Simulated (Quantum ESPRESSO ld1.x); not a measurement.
Values are calculated unless marked as measured or tabulated.
These are the eigenvalues of the occupied orbitals of an atom or ion with whole-number occupations (eV). Code: ld1.x of Quantum ESPRESSO 7.5. Model: scalar-relativistic Kohn-Sham, LDA (Slater exchange, VWN5 correlation), spin-polarised, spherical densities, point nucleus.

orbital  eigenvalue
1s up      -70817.8
1s down    -70817.7
2s up      -13371.6
2s down    -13367.4
2p up      -11871.1
2p down    -11867.6
3s up      -4115.91
3s down    -4113.03
3p up      -3671.02
3p down    -3667.97
3d up      -3167.03
3d down    -3163.20
4s up      -1782.21
4s down    -1772.10
4p up      -1620.13
4p down    -1610.17
4d up      -1425.12

Which element is it, and in what charge state? The configuration may be excited. Open shells, if any, are filled with parallel spins first.

Answer. Z = 74, tungsten, charge +34: W34+ in [Kr] 4d4. The list shows which subshells hold electrons but not how many an open one holds; the 1s level, -2602.5 hartree, gives Z - s = 72.1 by -(Z - s)^2/2, which with screening and relativity narrows Z to a few neighbours, and the depths of the outer levels then fix element, charge and occupations together.
